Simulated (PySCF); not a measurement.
Bi(Me)2 (C2H6Bi), SMILES [CH3][Bi][CH3], multiplicity 2. Geometry optimised at PBE-D3(BJ)/def2-SVP. The multiplicity is an assumed one; other spin states were not compared. The isomer is the one that the SMILES or the coordinates give; other isomers of the formula were not compared. The def2 effective core potentials stand for the cores of Bi; spin–orbit coupling is left out.

Computed equilibrium geometry at PBE-D3(BJ)/def2-SVP (PySCF confirms it by a frequency run) as Cartesian coordinates in Å, and its point group:
point group C2v.
```xyz
9

Bi     0.0000     0.0000     0.3014
C      1.6534     0.0000    -1.3040
H      1.5450    -0.9038    -1.9344
H      2.6465     0.0000    -0.8163
H      1.5450     0.9038    -1.9344
C     -1.6534     0.0000    -1.3040
H     -1.5450    -0.9038    -1.9344
H     -1.5450     0.9038    -1.9344
H     -2.6465     0.0000    -0.8163
```
Charge 0, spin multiplicity 2.
